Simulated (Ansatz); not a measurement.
C$_{2}$H$_{8}$AlNO, 13 atoms. Total charge 0; spin multiplicity 1. The bonds changed during the relaxation, so this is another structure than the one it started from. All runs use 4 threads of an AMD EPYC 9R14 on a shared host. Correlated methods freeze the cores.

Question: How many basis functions does each run have, and how long does it take in Ansatz? RHF-CCSD(T)/def2-SVP energy; direct RPA on PBE orbitals/def2-TZVPP energy; RKS PBE0-D4/def2-TZVP relaxation (14 steps); RKS ωB97M-V/def2-SVP energy; RKS ωB97M-V/def2-QZVPP energy; RKS B2PLYP (frozen core)/def2-TZVPP energy; RKS BLYP-D4/def2-TZVPP energy; RKS PBE0-D4/def2-TZVP frequencies; RKS PBE0-D4/def2-TZVPP energy; RKS PBE0-D4/def2-SVP energy; RHF-CCSD(T)/def2-TZVPP energy; RHF-MP2/def2-QZVPP energy. (Estimate.)

Answer: Ansatz gave: Other jobs shared the machine, so times are rough.

| level | job | functions | wall time | peak host memory (GiB) |
| --- | --- | --- | --- | --- |
| RKS PBE0-D4/def2-SVP | energy | 114 | 0.85 s | 0.26 |
| RKS BLYP-D4/def2-TZVPP | energy | 278 | 1.6 s | 0.37 |
| RKS PBE0-D4/def2-TZVPP | energy | 278 | 2.2 s | 0.69 |
| RKS ωB97M-V/def2-SVP | energy | 114 | 2.6 s | 0.37 |
| RHF-CCSD(T)/def2-SVP | energy | 114 | 4.3 s | 0.61 |
| RKS B2PLYP (frozen core)/def2-TZVPP | energy | 278 | 4.5 s | 0.77 |
| direct RPA on PBE orbitals/def2-TZVPP | energy | 278 | 5.5 s | 0.8 |
| RKS ωB97M-V/def2-QZVPP | energy | 538 | 14 s | 2.4 |
| RHF-MP2/def2-QZVPP | energy | 538 | 17 s | 3.8 |
| RKS PBE0-D4/def2-TZVP | relaxation (14 steps) | 209 | 34 s | 0.58 |
| RHF-CCSD(T)/def2-TZVPP | energy | 278 | 2.1 min | 7.9 |
| RKS PBE0-D4/def2-TZVP | frequencies | 209 | 2.1 min | 0.58 |
